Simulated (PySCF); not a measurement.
# How methods differ on the excitation energy of Sr+

Sr+ [Kr] 5s1 (2S) → Sr+ [Kr] 4d1 (2D), as a difference of total energies. All numbers are calculated (PySCF 2.14, scalar relativity through the core potential, in def2-TZVPPD with the def2 core potential (28 electrons)). Correlated levels: valence and next inner shell: nothing frozen outside the core potential. The calculations carry no spin-orbit coupling.

Task: Order these methods by the excitation energy they give, lowest first.
A. UHF
B. CCSD (valence and next inner shell)
C. MP2 (valence and next inner shell)
D. CCSD(T) (valence and next inner shell)

Result: A (1.946 eV), B (2.168 eV), D (2.191 eV), C (2.224 eV).

Errors of the correlated levels include the incompleteness of this basis.

For comparison: 1.826 eV (measured; NIST levels, between the centres of gravity of the two terms).
